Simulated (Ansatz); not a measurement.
Mulliken charges of `[CH3][In-]([SH2+])([Cl])[Cl]` from B3LYP/def2-TZVPP in Ansatz (PBE0-D4/def2-TZVP geometry).

```csv
atom,x (Å),y (Å),z (Å),charge (e)
C1,-1.859,-0.315,0.510,-0.532
In2,-0.155,0.441,-0.521,0.816
S3,2.116,-0.698,0.663,-0.140
Cl4,0.510,-0.349,-2.639,-0.421
Cl5,0.700,2.608,-0.157,-0.421
H6,-1.899,-1.397,0.399,0.124
H7,-1.793,-0.049,1.565,0.123
H8,-2.758,0.127,0.082,0.125
H9,2.655,0.535,0.680,0.163
H10,2.565,-0.953,-0.579,0.163
```

Problem. By hand: the dipole of these point charges (1 e Å = 4.8032 D).

Solution. Σ q r = (0.107, -0.557, 0.657) e Å, of length 0.868 e Å = 4.17 D.

Problem. How does the dipole of the full density compare? (Best estimate.)

Solution. Computed: (0.097, -0.515, 0.608) e Å, 3.86 D; the point charges give 1.08 times that, at 0° from its direction.

Point charges leave out the atoms' own dipoles, such as those of lone pairs, and Mulliken's split depends on the basis, so the close match here is no proof of good charges.

B3LYP here is the variant with VWN-RPA as its local correlation; programs differ in this.
